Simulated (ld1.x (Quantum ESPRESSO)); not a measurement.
**Before and after: TM potential for Hf (Z = 72)**

```
Element                 : Hf (Z = 72)
Generator               : ld1.x (Quantum ESPRESSO) 7.5
Type                    : norm-conserving Troullier–Martins (Kleinman–Bylander form)
Functional              : LDA (PZ)
Relativity              : scalar-relativistic
Frozen core             : [Xe] 4f14
Valence charge          : 4
Reference configuration : 5d2 6s1.5 6p0.5
Partial waves           : 6p (bound): rc 3.00 bohr; 5d (bound): rc 2.75 bohr; 6s (bound): rc 2.30 bohr
Local potential         : the s channel
Core correction         : a·sin(br)/r model core inside 1.70 bohr
```

All-electron outer shells of the reference configuration (LDA (PZ), scalar-relativistic, ld1.x):

| shell | level (eV) | outermost node (bohr) | outermost maximum (bohr) |
| --- | --- | --- | --- |
| 5p | -36.46 | 0.60 | 1.16 |
| 4f | -17.79 | – | 0.45 |
| 6s | -5.75 | 1.36 | 2.85 |
| 5d | -3.50 | 0.67 | 1.69 |
| 6p | -1.84 | 1.66 | 4.00 |

Change: reference 5d1 6s0 6p0.

Cutoffs: the cutoffs (Ry, on a coarse ladder) from which the occupation-weighted sum of valence levels, in a spherical-Bessel basis at the reference potential, stays within 10 and 1 mRy of its value at 400 Ry; they do not see the model core or the augmentation charge, which bear on the density cutoff. Errors are all-electron minus pseudo energies relative to the spin-unpolarised reference configuration.

**Question.** What does the change do?

**Answer.** The potential gets softer (21 Ry and 30 Ry → 18 Ry and 25 Ry); the range in which the s phases agree narrows (upper end 1.1 → -0.2); the range in which the p phases agree narrows (upper end 1.9 → 0.7); neither file shows a bound ghost.

```csv
quantity,base,changed
"cutoff, loose",21 Ry,18 Ry
"cutoff, tight",30 Ry,25 Ry
bound ghosts,none,none
"largest error over its own tests, meV",-31,-395
s: phases at 3.25 bohr within 0.05 rad from the reference energy up to (Ry; the scan ends near 5),1.1,-0.2
p: phases at 3.25 bohr within 0.05 rad from the reference energy up to (Ry; the scan ends near 5),1.9,0.7
d: phases at 3.25 bohr within 0.05 rad from the reference energy up to (Ry; the scan ends near 5),1.0,-0.7
```
